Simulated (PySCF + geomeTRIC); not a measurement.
Species: CHNS, SMILES `[C-]#[N+]S` (charge 0, multiplicity 1).

Question: Give a relaxed geometry from B3LYP-D3(BJ)/def2-TZVP (PySCF + geomeTRIC).

Answer: the end point of this relaxation (outside a Z-matrix the atoms follow the SMILES, hydrogens last).
Bonds (Å): C1–N2 1.173, N2–S3 1.657, S3–H4 1.347. Bond angles (°): C1–N2–S3 173.1, N2–S3–H4 95.8.
